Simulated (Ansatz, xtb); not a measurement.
C5H8B2: where a starting geometry ends

The starting geometry of this gas-phase singlet was built from a drawn formula by distance geometry and a force field; its bonds are those of `BC1(B)C=CC=C1`.

```xyz
15

C    -0.2370    1.0035    0.4280
C    -0.1178   -0.5570    0.4165
C     1.0666   -0.9666    0.7808
C     1.8701    0.2153    1.0148
C     1.1604    1.3173    0.8032
B    -0.5813    1.4788   -1.0589
B    -1.2889    1.4935    1.4911
H    -1.6757    1.4374   -1.4160
H     0.2499    1.4234   -1.9164
H    -1.1995    2.6242    1.8094
H    -2.3593    1.0218    1.4714
H    -0.9974   -1.1967    0.1759
H     1.3746   -1.9717    0.8371
H     2.9372    0.1793    1.3120
H     1.5445    2.3131    0.8770
```

Task: Predict what it relaxes into with r2SCAN-D4/def2-SVP.

Result: A new bond forms, giving a structure given below by its coordinates. Contacts that close: C2–B6 (2.56 → 1.72 Å).

The energy falls by 1.49 eV over 12 steps:

```tsv
step	E − E(last) (eV)
1	1.493
2	0.687
3	0.459
5	0.165
6	0.073
7	0.025
8	0.010
10	0.005
11	0.000
12	0.000
```

Final geometry (Å):

```xyz
15

C    -0.2394    0.9720    0.9249
C    -0.2319   -0.4074    0.4002
C     1.1228   -0.8407    0.4030
C     1.9565    0.2001    0.8507
C     1.1483    1.3066    1.1175
B    -0.4665    0.8131   -0.7856
B    -1.4672    1.8192    1.2587
H    -1.5878    0.9368   -1.2192
H     0.4945    1.1138   -1.4445
H    -1.3117    2.9621    1.6204
H    -2.5763    1.3530    1.1729
H    -1.0993   -1.0722    0.3973
H     1.4615   -1.8276    0.0762
H     3.0470    0.1763    0.8797
H     1.4960    2.3106    1.3736
```

From the same start GFN2-xTB reaches the same bonding as this run.

No frequencies were run, so the end isn't proven a minimum. Run with Ansatz 0.2.0, 45 s on 2 threads of Intel(R) Xeon(R) Platinum 8259CL CPU @ 2.50GHz (Skylake/Cascade Lake), on a shared host.
